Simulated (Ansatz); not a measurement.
A search over several starts for the lowest SCF solution of the cluster CuTe2⁻ at the given spin, in a small basis.

```yaml
crystal:
  periodic: [false, false, false]
  atoms:
    - {symbol: Cu, position_ang: [-0.877428, -0.597806, -0.828344]}
    - {symbol: Te, position_ang: [-0.377926, -0.026621, 1.514141]}
    - {symbol: Te, position_ang: [1.255364, 0.624427, -0.685797]}
basis:
  gaussian: {orbitals: def2-SVP}
total_charge: -1
hamiltonian: {xc: pbe0, dispersion: d4}
output: {orbitals: {seedname: orbitals}}
```

```sh
$ ansatz run in.yaml --threads 2 --pin off --events-out ev --progress --plain --max-ram 4352MiB
```

It prints (some lines left out):

```
Functional definition: PBE0
1015 factors; integrals over basis functions are off by at most 4.7e-4 eV
mean field evaluation 1: about -59205.3266 eV, gradient 8.9e1 eV
mean field evaluation 2: about -59153.4052 eV, gradient 1.5e2 eV
mean field evaluation 4: about -59216.8579 eV, gradient 1.6e1 eV
mean field evaluation 8: about -59217.7356 eV, gradient 3.2e-1 eV
mean field evaluation 16: about -59217.8452 eV, gradient 6.7e-4 eV
mean field -59217.84519820 eV, -2176.2156717368 hartree, gradient 5.1e-5 eV, S^2 0.000000; 0 other end points of the search recorded, 0 dependent functions left out
reference -59217.84522552 eV, -2176.2156727408 hartree; 39, 39 occupied and 44, 44 virtual orbitals, 1015 factors
Total energy: -59217.97622602 eV, -2176.2204869203 hartree
```

Hardware: 2 threads of Arm Neoverse V2 on a shared host. Wall time 2.8 s.

In the def2 sets Te takes a core potential; there is no spin–orbit coupling. The highest occupied level of the charge -1 singlet lies above zero (up to 0.15 eV). By energy differences its removal costs 2.11 eV (vertical, to the charge 0 doublet, at PBE0-D4/def2-TZVPD). The structure comes from a short search, and lower isomers may exist.
